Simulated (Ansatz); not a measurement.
Ansatz (a program for electronic structure) input (HF/def2-TZVP):

Ansatz 0.2 input:
```yaml
crystal:
  periodic: [false, false, false]
  atoms:
    - {symbol: Ge, position_ang: [-0.00295088, -0.00102521, 0.06606827]}
    - {symbol: H, position_ang: [0.03968345, -1.12074649, -1.07507425]}
    - {symbol: H, position_ang: [0.05474478, 1.15355319, -1.03911028]}
basis:
  gaussian:
    orbitals: def2-TZVP
hamiltonian:
  xc: {name: HF}
relax: {f_tol: 0.003, max_steps: 100}
```

Output:

```
Functional definition: HF
integrals: 0.01 GiB planned
442 factors; integrals over basis functions are off by at most 2.1e-4 eV
mean field: 0.09 GiB planned
mean field evaluation 1: about -56503.4348 eV, gradient 7.8e0 eV
mean field evaluation 2: about -56503.4559 eV, gradient 7.9e0 eV
mean field evaluation 4: about -56503.7823 eV, gradient 1.7e0 eV
mean field evaluation 8: about -56503.7876 eV, gradient 4.7e-4 eV
mean field -56503.78759803 eV, -2076.4758945848 hartree, gradient 7.8e-6 eV, S^2 0.000000; 0 other end points of the search recorded, 0 dependent functions left out
the calculation of the forces begins
reference -56503.78759803 eV, -2076.4758945848 hartree; 17, 17 occupied and 43, 43 virtual orbitals, 442 factors
relax step   1: F+E_penalty+E_count = -56503.78759803 eV  Δ(F+E_penalty+E_count) = +0.000e0 eV  max|allowed force component| = 4.577e-1 eV/Å  Δτ_max = 0.0000 Å  (33 SCF iters, accepted)
these checks for a lower state are left out or cut short: starts, cluster_reference, orbital_swaps, neighbouring_geometries, increment
integrals: 0.01 GiB planned
442 factors; integrals over basis functions are off by at most 2.3e-4 eV
mean field: 0.09 GiB planned
mean field evaluation 16: about -56503.7856 eV, gradient 2.8e-4 eV
mean field -56503.78556270 eV, -2076.4758197877 hartree, gradient 2.3e-5 eV, S^2 0.000000; 0 other end points of the search recorded, 0 dependent functions left out
the calculation of the forces begins
reference -56503.78556270 eV, -2076.4758197877 hartree; 17, 17 occupied and 43, 43 virtual orbitals, 442 factors
relax step   2: F+E_penalty+E_count = -56503.78556270 eV  Δ(F+E_penalty+E_count) = +2.035e-3 eV  max|allowed force component| = 1.754e-1 eV/Å  Δτ_max = 0.0513 Å  (32 SCF iters, rejected (line search))
these checks for a lower state are left out or cut short: starts, cluster_reference, orbital_swaps, neighbouring_geometries, increment
integrals: 0.01 GiB planned
442 factors; integrals over basis functions are off by at most 2.2e-4 eV
mean field: 0.09 GiB planned
mean field -56503.79454972 eV, -2076.4761500546 hartree, gradient 2.2e-5 eV, S^2 0.000000; 0 other end points of the search recorded, 0 dependent functions left out
the calculation of the forces begins
reference -56503.79454972 eV, -2076.4761500546 hartree; 17, 17 occupied and 43, 43 virtual orbitals, 442 factors
relax step   3: F+E_penalty+E_count = -56503.79454972 eV  Δ(F+E_penalty+E_count) = -6.952e-3 eV  max|allowed force component| = 2.828e-2 eV/Å  Δτ_max = 0.0231 Å  (33 SCF iters, accepted)
these checks for a lower state are left out or cut short: starts, cluster_reference, orbital_swaps, neighbouring_geometries, increment
integrals: 0.01 GiB planned
442 factors; integrals over basis functions are off by at most 2.2e-4 eV
mean field: 0.09 GiB planned
mean field evaluation 32: about -56503.7946 eV, gradient 1.4e-4 eV
mean field -56503.79458698 eV, -2076.4761514238 hartree, gradient 1.0e-5 eV, S^2 0.000000; 0 other end points of the search recorded, 0 dependent functions left out
the calculation of the forces begins
reference -56503.79458698 eV, -2076.4761514238 hartree; 17, 17 occupied and 43, 43 virtual orbitals, 442 factors
relax step   4: F+E_penalty+E_count = -56503.79458698 eV  Δ(F+E_penalty+E_count) = -3.726e-5 eV  max|allowed force component| = 8.783e-4 eV/Å  Δτ_max = 0.0016 Å  (25 SCF iters, accepted)
integrals: 0.01 GiB planned
442 factors; integrals over basis functions are off by at most 2.2e-4 eV
mean field: 0.09 GiB planned
mean field -56503.79458698 eV, -2076.4761514238 hartree, gradient 1.0e-5 eV, S^2 0.000000; 1 other end points of the search recorded, 0 dependent functions left out
the calculation of the forces begins
reference -56503.79458698 eV, -2076.4761514238 hartree; 17, 17 occupied and 43, 43 virtual orbitals, 442 factors
Total energy: -56503.79458698 eV, -2076.4761514238 hartree
Atom 0 at    -0.001940    -0.000674     0.043434 Å, force     0.000026     0.000009    -0.000586 eV/Å
Atom 1 at     0.039104    -1.132136    -1.063934 Å, force    -0.000007     0.000869     0.000307 eV/Å
Atom 2 at     0.054314     1.164591    -1.027616 Å, force    -0.000019    -0.000878     0.000279 eV/Å
Dipole moment:     0.000170     0.000059    -0.003804 e Å
```
